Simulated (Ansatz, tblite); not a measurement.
Isomers of Te5W3 (singlet), found by a short tight-binding search and relaxed with PBE-D4/def2-SVP in Ansatz.

In the def2 sets Te, W take a core potential; there is no spin–orbit coupling. The xTB rows come from tblite.

B: The restricted singlet is unstable towards broken spin symmetry in Hartree–Fock (as tested in another run); at PBE-D4/def2-TZVP, r2SCAN-D4/def2-TZVP, PBE0-D4/def2-TZVP this wasn't settled.

Other spin states were run for one of them alone.

A:

```xyz
8

W     0.024    1.217    1.286
W    -0.797   -0.556   -0.029
W     1.597   -0.407   -0.159
Te    0.757   -1.769   -2.308
Te    2.149    2.197   -0.103
Te   -2.540    1.257    1.581
Te   -1.846   -0.683   -2.548
Te    0.656   -1.256    2.280
```

B:

```xyz
8

W     0.310    1.061    0.667
W    -1.388   -0.915   -0.231
W     0.846   -1.217   -0.790
Te   -0.858   -3.110   -1.748
Te    0.657    3.558    0.701
Te   -0.384    0.854   -2.002
Te    2.474   -0.395    1.186
Te   -1.657    0.165    2.217
```

Question: Estimate which lies lowest at each level, and how far above it the others are (kcal/mol).

Answer: 
```csv
level,A,B
GFN1-xTB,6.9,0.0
GFN2-xTB,15.2,0.0
PBE-D4/def2-TZVP,19.8,0.0
r2SCAN-D4/def2-TZVP,22.1,0.0
PBE0-D4/def2-TZVP,20.5,0.0
```
Point groups (tolerance 0.1 Å): A not assigned, B Cs. Lower isomers may exist.
